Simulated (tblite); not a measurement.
Species: C₇H₆FNSi.
SMILES with atom numbers: `[CH2:1]=[CH:2][SiH2:3]/[C:4]([F:5])=[CH:6]/[C:7]#[C:8][C:9]#[N:10]` (hydrogens: H11, H12 on C1; H13 on C2; H14, H15 on Si3; H16 on C6)

Computed geometry: GFN2-xTB, gas phase.

Problem. What internal coordinates does the optimisation give?

Solution. 
| bond | length (Å) |
| --- | --- |
| C1=C2 | 1.325 |
| C2–Si3 | 1.881 |
| Si3–C4 | 1.902 |
| C4–F5 | 1.351 |
| C4=C6 | 1.341 |
| C6–C7 | 1.396 |
| C7≡C8 | 1.214 |
| C8–C9 | 1.357 |
| C9≡N10 | 1.151 |
| C1–H11 | 1.078 |
| C1–H12 | 1.080 |
| C2–H13 | 1.085 |
| Si3–H14, Si3–H15 | 1.465 |
| C6–H16 | 1.081 |

Bonds in one row agree within 0.01 Å and their mean is given. A selection of angles:
| angle | degrees |
| --- | --- |
| C2–C1–H11 | 121.7 |
| C2–C1–H12 | 122.7 |
| H11–C1–H12 | 115.6 |
| C1–C2–Si3 | 124.8 |
| C1–C2–H13 | 117.9 |
| Si3–C2–H13 | 117.2 |
| C2–Si3–C4 | 106.6 |
| C2–Si3–H14 | 111.9 |
| C4–Si3–H14 | 107.9 |
| C4–Si3–H15 | 106.5 |
| H14–Si3–H15 | 111.8 |
| Si3–C4–F5 | 114.3 |
| Si3–C4–C6 | 127.2 |
| F5–C4–C6 | 118.5 |
| C4–C6–C7 | 124.4 |
| C4–C6–H16 | 118.4 |
| C7–C6–H16 | 117.2 |
| C6–C7–C8 | 178.1 |
| C7–C8–C9 | 178.7 |
| C8–C9–N10 | 179.8 |

Torsions: C1–C2–Si3–C4 -130° (anticlinal); C2–Si3–C4–F5 -163° (antiperiplanar); Si3–C4–C6–C7 180° (antiperiplanar). The mirror-image conformer, all signs reversed, is as good.

The C–Si distances run from 1.881 Å (C2–Si3, drawn single) to 1.902 Å (Si3–C4, drawn single), a spread of 0.021 Å. The C–C distances run from 1.214 Å (C7≡C8, drawn triple) to 1.396 Å (C6–C7, drawn single), a spread of 0.182 Å. Of the pairs four or more bonds apart, C2···H16 is among the closest relative to their van der Waals radii: 2.87 Å, 99 % of the sum of Bondi's values. Si3 (SiH2 silicon) is tetrahedral (angles from 106.5° to 111.9°).

Point group: C1 (no symmetry element, even within 0.4 Å). Its GFN2-xTB frequencies are all real (lowest 28 cm⁻¹). The numbers are those of one conformer. 3 starts were optimised and ended at 0.00, 0.51 and 0.53 kcal/mol (GFN2-xTB); the lowest of these is shown.
